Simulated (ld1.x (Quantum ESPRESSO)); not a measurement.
# What the settings do to the TM potential of Bi (Z = 83)

Base potential:

Bi (Z = 83), norm-conserving Troullier–Martins (Kleinman–Bylander form), made with ld1.x (Quantum ESPRESSO) 7.5 (PBE, scalar-relativistic). Core [Xe] 4f14 5d10, reference 6s2 6p3. Waves: 6s (bound): rc 1.65 bohr; 6p (bound): rc 2.60 bohr; 6d channel at 0.25 Ry: rc 2.40 bohr. Local part: all-electron potential smoothed inside 1.80 bohr (lloc = -2). Core correction: none.

Cutoffs, loose and tight: the cutoffs (Ry, on a coarse ladder) from which the occupation-weighted sum of valence levels, in a spherical-Bessel basis at the reference potential, stays within 10 and 1 mRy of its value at 400 Ry. They do not see the model core or the augmentation charge, which bear on the density cutoff. Test errors are all-electron minus pseudo excitation energies from the reference, over the configurations 6s2 6p2; 6s2 6p1; 6s2 6p0; 6s0 6p5; 6s1 6p3; 6s2 6p2.5; 6s1 6p0. A dash means not determined; rows that change the core or the reference have their own tests. The largest error is taken over the tests solved by every variant that gives reliable tests at all: 6s0 6p5; 6s1 6p3; 6s2 6p2; 6s2 6p2.5.

A true bound ghost makes a file unfit for plane-wave use even where its test errors are small: the radial tests pick states by their node count and pass the ghost by. Where a test does run into it, the solver fails or the error is huge.

| change | outcome | cutoff, loose | cutoff, tight | bound ghosts | largest test error (meV) |
| --- | --- | --- | --- | --- | --- |
| base | generated | 30 Ry | 70 Ry | none | +77 |
| local potential all-electron potential smoothed inside 1.04 bohr (lloc = -2) | generated | 30 Ry | 70 Ry | s, p, d | +71 |
| local potential all-electron potential smoothed inside 1.54 bohr (lloc = -2) | generated | 30 Ry | 70 Ry | s | +82 |
| local potential all-electron potential smoothed inside 1.76 bohr (lloc = -2) | generated | 30 Ry | 70 Ry | none | +78 |
| local potential all-electron potential smoothed inside 2.02 bohr (lloc = -2) | generated | 30 Ry | 80 Ry | d | +76 |
| local potential all-electron potential smoothed inside 2.30 bohr (lloc = -2) | generated | 30 Ry | 80 Ry | d | +75 |
| local potential all-electron potential smoothed inside 2.48 bohr (lloc = -2) | generated | 30 Ry | 80 Ry | d | +74 |
| local potential all-electron potential smoothed inside 2.82 bohr (lloc = -2) | generated | 30 Ry | 80 Ry | d, s | +70 |
| local potential all-electron potential smoothed inside 3.04 bohr (lloc = -2) | generated | 30 Ry | 80 Ry | d, p, s | +364 |

What comes out with this change to the base: local potential all-electron potential smoothed inside 1.24 bohr (lloc = -2)?

outcome: generated; cutoff, loose: 30 Ry; cutoff, tight: 70 Ry; bound ghosts: s, p; largest test error (meV): +61.

Reading the sweep of the rcloc (base included, trends over the rows without a ghost): Bound ghosts are found at 1.04, 1.24, 1.54, 2.02, 2.3, 2.48, 2.82, 3.04 bohr.
